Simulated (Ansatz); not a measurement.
Caution, from a PySCF single point (B3LYP-D3(BJ)/def2-TZVPD) at this geometry: the highest occupied level lies above zero, so the state may not be bound. This triplet is an excited state, 1.04 eV above the relaxed singlet at the level frozen-core CCSD(T)/aug-cc-pVTZ // B3LYP-D3(BJ)/def2-TZVPD (Ansatz, a program for electronic structure).

A geometry relaxed with B3LYP-D3(BJ)/def2-TZVPD (Ansatz), charge -1, multiplicity 3:

```xyz
5

B      0.0167     0.4876    -0.3598
H     -1.5487    -0.4225     0.3797
O     -1.3215     0.3326    -0.1862
H      1.8953    -0.0899    -0.0183
O      0.9582    -0.3077     0.1846
```

**Question.** Write the SMILES of this molecule.

**Answer.** `O[B-]O`
